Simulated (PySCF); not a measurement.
Constitutional and geometric isomers with formula CH3BO. Gas-phase values, no solvent. One relaxed conformer stands for each flexible species; it need not be the lowest. Strings in code marks are SMILES. All members: neutral, multiplicity 1. Level: B3LYP-D3(BJ)/def2-TZVP (PySCF), beside PBE-D3(BJ)/def2-TZVP // B3LYP-D3(BJ)/def2-TZVP (PySCF) at the same geometries. B3LYP has the VWN-RPA correlation part, as in Gaussian.  Orbital energies are measured against the vacuum level.

```json
[
 {"species": "`CB=O`", "HOMO, PBE (eV)": "-8.20", "HOMO, B3LYP-D3(BJ) (eV)": "-9.46"},
 {"species": "`B1CO1`", "HOMO, PBE (eV)": "-6.95", "HOMO, B3LYP-D3(BJ) (eV)": "withheld"},
 {"species": "`BC=O` (H–B–C–O torsion 86°)", "HOMO, PBE (eV)": "-6.11", "HOMO, B3LYP-D3(BJ) (eV)": "-7.33"},
 {"species": "`C=BO` (C–B–O–H torsion 180°)", "HOMO, PBE (eV)": "-4.98", "HOMO, B3LYP-D3(BJ) (eV)": "-5.90"},
 {"species": "`[H]/B=C/O` (B–C–O–H torsion 0°)", "HOMO, PBE (eV)": "-4.73", "HOMO, B3LYP-D3(BJ) (eV)": "-5.68"}
]
```

Problem. Fit y = a + b·x, y being the HOMO at the first level, to the 4 complete rows by least squares, with x = the PBE value in eV. Give a, b and the rms residual, and predict the withheld value.

Solution. Means of the 4 rows: x̄ = -6.005, ȳ = -7.0925 eV. Σ(x − x̄)² = 7.5053 and Σ(x − x̄)(y − ȳ) = 8.2448, so b = 1.099 and a = ȳ − b·x̄ = -0.493 eV. The rms residual is 0.073 eV. At x = -6.95 the line gives -8.13 eV. The run for `B1CO1` gave -8.10 eV, so the line is off by 0.03 eV, within twice the rms residual.

Codes: PySCF.
